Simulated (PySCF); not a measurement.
**Vibration and rotation of TlBi⁺**

UHF-CCSD(T) constants of TlBi⁺, ⁴Σ⁻ (quartet), unpaired electrons σ ↑, π ↑↑ (basis Tl def2-SVP with ECP60, Bi def2-SVP with ECP60; scalar-relativistic core potentials; PySCF 2.14; masses 204.9744 and 208.9804 u):

* ωe: 48.9 cm⁻¹
* ωexe: 0.216 cm⁻¹
* Be: 0.013445 cm⁻¹
* αe: 6.92e-05 cm⁻¹

(1) What force constant and bond length do these constants imply?

(2) Estimate the centrifugal constant D from the Kratzer relation and find the Dunham coefficient a1.

Correlated steps freeze 8 core orbitals. Spin–orbit coupling is left out, which matters for elements this heavy, above all for dissociation energies. The state is the lowest determinant that a PBE0 search found; another state may lie lower at other levels.

## Answers

(1) Reduced mass μred = 103.48 u; k = 5.8918×10⁻⁷·μred·ωe² (u, cm⁻¹, mdyn/Å) = 0.146 mdyn/Å; Re = √(16.8576/(μred·Be)) (u, cm⁻¹, Å) = 3.481 Å.

(2) D = 4Be³/ωe² = 4.07e-09 cm⁻¹; a1 = −1 − αeωe/(6Be²) = -4.12.
